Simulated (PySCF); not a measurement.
CH6AlOP. Atoms are numbered in the order given.

```xyz
10

Al     0.2890    -0.2321     0.2922
C      2.1458    -0.5002    -0.2346
H      2.2220    -1.3102    -0.9815
H      2.7700    -0.7830     0.6284
H      2.5787     0.4022    -0.6981
O     -0.1844    -0.8618     1.8100
H     -1.0594    -0.8308     2.2061
P     -1.2353     0.9987    -1.0024
H     -2.3186     0.0916    -0.7752
H     -0.8194     0.3638    -2.2155
```

Geometry optimised at B3LYP-D3(BJ)/def2-SVP. The structure was generated by enumeration; whether it is a known compound was not checked. The values are those of a single conformer.

Calculation: PBE/def2-TZVP (PySCF).

ESP charges are fitted to the potential on shells at 1.4 to 2.0 van der Waals radii. Atomic charges (e):

| atom | Löwdin | ESP fit | Mulliken | IAO |
|---|---|---|---|---|
| Al1 | -0.12 | 0.75 | 0.48 | 0.97 |
| C2 | -0.50 | -0.44 | -0.57 | -0.82 |
| H3 | 0.14 | 0.07 | 0.14 | 0.16 |
| H4 | 0.14 | 0.11 | 0.15 | 0.17 |
| H5 | 0.14 | 0.09 | 0.14 | 0.16 |
| O6 | -0.11 | -0.75 | -0.50 | -0.79 |
| H7 | 0.17 | 0.40 | 0.30 | 0.36 |
| P8 | 0.04 | -0.35 | -0.31 | -0.24 |
| H9 | 0.04 | 0.05 | 0.08 | 0.01 |
| H10 | 0.04 | 0.06 | 0.08 | 0.01 |
